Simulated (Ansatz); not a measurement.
```xyz
8

B    -0.522    0.090    1.421
Si   -0.053    0.436   -0.500
C     0.906   -0.957   -1.258
N     1.501   -1.837   -1.703
H    -0.211   -0.906    1.996
H    -1.141    0.926    2.009
H     0.796    1.648   -0.635
H    -1.275    0.600   -1.329
```

Total charge 0; spin multiplicity 1.

Task: List the PBE/def2-TZVPP orbital energies in eV (the Gaussian-basis code of Ansatz). (Best estimate.)

Result: Computed: Occupied: -1780.41, -380.63, -269.59, -178.34, -138.18, -94.95, -94.90, -94.87, -22.52, -15.19, -12.84, -10.99, -9.63, -9.26, -8.86, -8.42, -8.38, -7.77. Lowest empty: -4.12, -1.37, -1.33, -0.46, 0.28, 0.82, 1.53, 1.93.
